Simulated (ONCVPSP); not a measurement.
**Kr (Z = 36): one change to an ONCV potential, before and after**

```
Element                 : krypton (Kr)
Generator               : ONCVPSP 4.0.1
Type                    : optimised norm-conserving Vanderbilt (ONCV)
Functional              : LDA (Perdew-Wang 92)
Relativity              : scalar-relativistic
Frozen core             : [Ar] 3d10
Valence charge          : 8
Reference configuration : 4s2 4p6
Partial waves           : 4s: rc 1.20 bohr, ncon 5, nbas 9, qcut 5.1 1/bohr, 2 projectors, debl 0.8 Ha; 4p: rc 1.70 bohr, ncon 4, nbas 7, qcut 4.8 1/bohr, 3 projectors, debl 0.6 Ha
Local potential         : polynomial inside 1.10 bohr (lpopt 5, dvloc0 0 Ha)
Core correction         : Teter function, fcfact 2.75, rcfact 1.2
```

In the s channel the program set the typed energies aside and used -0.853, 0.250 Ha.

All-electron outer shells of the reference configuration (LDA (PZ), scalar-relativistic, ld1.x):

| shell | level (eV) | outermost node (bohr) | outermost maximum (bohr) |
| --- | --- | --- | --- |
| 3p | -194.91 | 0.20 | 0.46 |
| 3d | -81.71 | – | 0.41 |
| 4s | -23.22 | 0.64 | 1.34 |
| 4p | -9.39 | 0.67 | 1.55 |

Change: p: rc 1.54.

Cutoffs: the cutoffs (Ha) at which the residual kinetic energy of the hardest occupied pseudo-wave falls to 1 and 0.1 mHa per electron; they do not see the model core or the augmentation charge, which bear on the density cutoff. Errors are all-electron minus pseudo energies relative to the spin-unpolarised reference configuration.

What does the change do?

The potential gets neither clearly harder nor softer (132 Ha and 159 Ha → 132 Ha and 159 Ha); both files keep a bound ghost (p, s); of the 4 tests that both files solve, the error grows in 2 and shrinks in 2 by more than 15 % and 0.3 meV (median size 2.4 → 2.1 meV).

```csv
quantity,base,changed
"cutoff, loose",132 Ha,132 Ha
"cutoff, tight",159 Ha,159 Ha
loose cutoff by channel,"s 132 Ha, p 12 Ha","s 132 Ha, p 18 Ha"
bound ghosts,"s, p","s, p"
GHOST(+) flags under 300 eV,none,none
"error for 4s2 4p5, meV [ΔE 14.43 eV]",-2.4,-2.0
"error for 4s2 4p4, meV [ΔE 39.77 eV]",-4.2,-1.4
"error for 4s2 4p3, meV [ΔE 77.04 eV]",-2.4,+8.1
"error for 4s1 4p6, meV [ΔE 28.97 eV]",+0.8,-2.2
s: phases at 1.22 bohr within 0.05 rad from the reference energy up to (Ha; the scan ends near 5),to the end of the scan,to the end of the scan
"rms error of d²Exc/dni dnj with the model core, mHa",3.23,3.22
```

 A true bound ghost makes a file unfit for plane-wave use even where its test errors are small: the radial tests pick states by their node count and pass the ghost by.
